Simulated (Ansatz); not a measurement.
Cost and result for the atomization energy of CH₆AlNOSi (`C=[N][Al]([OH])[SiH3]`) (11 atoms, 10 bonds).

```xyz
11

C     1.488    0.727   -1.997
N     0.628    0.219   -1.257
Al   -0.547   -0.456   -0.149
O    -1.752   -1.511   -0.705
Si   -0.457    0.120    2.212
H     2.460    0.245   -2.196
H     1.338    1.692   -2.508
H    -1.849   -1.782   -1.617
H    -0.252   -1.087    3.061
H     0.661    1.063    2.491
H    -1.720    0.770    2.664
```

The species carries charge 0 and has multiplicity 1. All single points use the PBE0-D4/def2-TZVP geometry. It is one conformer, not always the lowest. Program: Ansatz. All runs use 4 threads of an Intel Xeon 6975P-C on a shared host. Times are those of one run each, without the atoms' runs, and a repeat can differ threefold. Electronic energies, without spin–orbit coupling; frozen cores. CCSD(T)/CBS adds CCSD(T) − MP2 in def2-TZVPP to the MP2 limit, and its time is that of the two runs behind it. T1 = 0.014. B3LYP takes the VWN-RPA correlation (the form of Gaussian; ORCA's B3LYP/G).

CCSD(T)/CBS is a level of theory with its own doubt, some kJ/mol a heavy atom from the limit and from the frozen cores, so smaller differences don't rank the functionals.

```json
{"level": "PBE-D4/def2-TZVPP (with forces)", "functions": "261", "wall time": "1.4 s"}
{"level": "PBE0-D4/def2-TZVPP", "functions": "261", "wall time": "1.6 s"}
{"level": "r2SCAN-D4/def2-TZVPP (with forces)", "functions": "261", "wall time": "2.3 s"}
{"level": "B3LYP-D4/def2-TZVPP (with forces)", "functions": "261", "wall time": "2.6 s"}
{"level": "B2PLYP/def2-TZVPP", "functions": "261", "wall time": "3 s"}
{"level": "ωB97X-V/def2-TZVPP", "functions": "261", "wall time": "4 s"}
{"level": "ωB97M-V/def2-TZVPP (with forces)", "functions": "261", "wall time": "5.5 s"}
{"level": "MP2/def2-QZVPP", "functions": "491", "wall time": "12 s"}
{"level": "CCSD(T)/def2-TZVPP", "functions": "261", "wall time": "37 s"}
{"level": "CCSD(T)/CBS(def2)", "functions": "–", "wall time": "49 s"}
```

(1) What atomization energy does each give, and how far from CCSD(T)/CBS? (An estimate is asked.)

## Answers

(1) Ansatz gave: 
| level | atomization (kJ/mol) | difference from CCSD(T)/CBS | per bond |
| --- | --- | --- | --- |
| PBE-D4/def2-TZVPP (with forces) | 3908.1 | 45.6 | 4.6 |
| PBE0-D4/def2-TZVPP | 3826.6 | -35.9 | -3.6 |
| r2SCAN-D4/def2-TZVPP (with forces) | 3856.8 | -5.7 | -0.6 |
| B3LYP-D4/def2-TZVPP (with forces) | 3861.0 | -1.5 | -0.2 |
| B2PLYP/def2-TZVPP | 3816.5 | -46.0 | -4.6 |
| ωB97X-V/def2-TZVPP | 3874.4 | 11.9 | 1.2 |
| ωB97M-V/def2-TZVPP (with forces) | 3862.1 | -0.4 | 0.0 |
| MP2/def2-QZVPP | 3869.4 | 6.9 | 0.7 |
| CCSD(T)/def2-TZVPP | 3747.0 | -115.5 | -11.6 |
| CCSD(T)/CBS(def2) | 3862.5 | 0.0 | 0.0 |

From PBE to PBE0 (25 % exact exchange), in def2-TZVPP and without D4, the atomization energy moves by −78.5 kJ/mol: exact exchange takes away binding that semilocal exchange gives to molecules. In def2-TZVPP, CCSD(T) changes the Hartree–Fock value by +1008.8 kJ/mol (the triples alone add +60.2 kJ/mol) and MP2 by +1061.9 kJ/mol; breaking electron pairs costs correlation energy, which Hartree–Fock lacks. The D4 term adds +33.1 kJ/mol with B3LYP and +17.7 kJ/mol with PBE0; it sums over pairs of atoms, weighted by their polarisabilities, and B3LYP, whose exchange is more repulsive, gets the larger term.
